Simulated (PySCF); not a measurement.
**Dipole response of Mg⁺ (magnesium, charge +1)**

[Ne] 3s1, 2S determinant. All numbers are calculated (PySCF 2.14, scalar relativity by spin-free X2C-1e, in aug-cc-pCVTZ-DK). Coupled (time-dependent) response in atomic units; α is the mean over directions.

| method | mean α (bohr³) | C₆ (like pair) | S(−4) |
| --- | --- | --- | --- |
| UHF | 38.50 | 177.5 | 1568 |
| PBE | 33.28 | 142.7 | 1182 |
| PBE0 | 34.78 | 152.4 | 1290 |
| LC-wPBE | 37.79 | 171.7 | 1533 |
| M06 | 42.30 | 193.1 | 2115 |

S(−4) is the Cauchy moment in α(ω) = α(0) + S(−4) ω² + …

α(iu) at LC-wPBE:

| u (hartree) | α(iu) (bohr³) |
| --- | --- |
| 0 | 37.79 |
| 0.0500 | 34.31 |
| 0.100 | 26.93 |
| 0.200 | 14.62 |
| 0.300 | 8.463 |
| 0.500 | 3.822 |
| 0.750 | 2.029 |
| 1.00 | 1.334 |
| 1.50 | 0.7859 |
| 2.00 | 0.5594 |
| 3.00 | 0.3526 |
| 5.00 | 0.1915 |

A single London oscillator, α(iu) = α/(1 + u²/ω²), gives C₆ = (3/4) ω α². Matching the computed C₆ needs ω = 4 × 171.7 / (3 × 37.79²) = 0.160 hartree.

For an ion, C₆ is the dispersion term alone; charge-induced terms of lower order in 1/R come first.
